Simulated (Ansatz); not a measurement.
Geometry optimisation, RKS revPBE/def2-SVP (Ansatz 0.2.0).

input.yaml

```yaml
crystal:
  periodic: [false, false, false]
  atoms:
    - { symbol: B, position_ang: [-0.1944, 1.1524, 0.5432] }
    - { symbol: C, position_ang: [0.6826, -0.4536, 0.2551] }
    - { symbol: C, position_ang: [-0.2656, -1.6534, 0.2338] }
    - { symbol: C, position_ang: [-0.1421, 1.8243, -0.7403] }
    - { symbol: H, position_ang: [-0.1238, 0.446, -0.4683] }
    - { symbol: H, position_ang: [-0.922, 1.2289, 1.4451] }
    - { symbol: H, position_ang: [1.3623, -0.4811, -0.6001] }
    - { symbol: H, position_ang: [1.3164, -0.5384, 1.1409] }
    - { symbol: H, position_ang: [0.2861, -2.5928, 0.2912] }
    - { symbol: H, position_ang: [-0.9466, -1.6136, 1.0822] }
    - { symbol: H, position_ang: [-0.8654, -1.6745, -0.6755] }
    - { symbol: H, position_ang: [0.6089, 1.7027, -1.5112] }
    - { symbol: H, position_ang: [-0.7964, 2.6531, -0.9961] }
basis:
  gaussian: { orbitals: def2-SVP }
hamiltonian:
  xc: revpbe
relax:
  f_tol: 0.15
  max_steps: 25
  restrain:
    - { distance: [4, 1], at: 1.07, k: 30.0 }
    - { distance: [0, 1], at: 2.9, k: 30.0 }
    - { distance: [4, 3], at: 2.37, k: 30.0 }
```

Launched with:

```bash
$ ansatz run input.yaml --threads 2 --pin off --max-ram 3072MiB --backend cpu --events-out ev --progress --plain --runs-dir out
```

Q: Where does it end, and by what steps?

A: The run converged. The restraints hold the end off the free minimum. After 8 steps the energy has fallen by 0.755 eV (the restraints' own energy left out); H13 moved furthest, 0.74 Å. Parted: B1–H5 (1.24 → 1.93 Å). Joined: C2–H5 (1.41 → 1.10 Å).

| step | energy less start (eV) | largest force component (eV/Å) | accepted |
| --- | --- | --- | --- |
| 0 | 0.0000 | 1.775 | yes |
| 1 | 0.3277 | 2.801 | yes |
| 2 | 0.6287 | 3.081 | yes |
| 3 | 0.5534 | 3.115 | yes |
| 4 | -0.3131 | 1.383 | yes |
| 5 | -0.6581 | 0.695 | yes |
| 6 | -0.7444 | 0.619 | yes |
| 7 | -0.7495 | 0.703 | yes |
| 8 | -0.7548 | 0.659 | yes |

```xyz
13
Properties=species:S:1:pos:R:3
B -0.586 1.770 0.422
C 0.757 -0.782 0.131
C -0.224 -1.953 0.248
C -0.271 2.378 -0.800
H 0.247 0.139 -0.180
H -0.954 1.404 1.501
H 1.531 -0.957 -0.645
H 1.281 -0.580 1.087
H 0.302 -2.891 0.522
H -0.993 -1.768 1.025
H -0.757 -2.136 -0.708
H 0.354 1.989 -1.617
H -0.688 3.387 -0.986
```

Run time: 12 s on 2 threads of Intel(R) Xeon(R) Platinum 8488C (Sapphire Rapids), with other jobs on the host, peak memory 0.14 GiB.
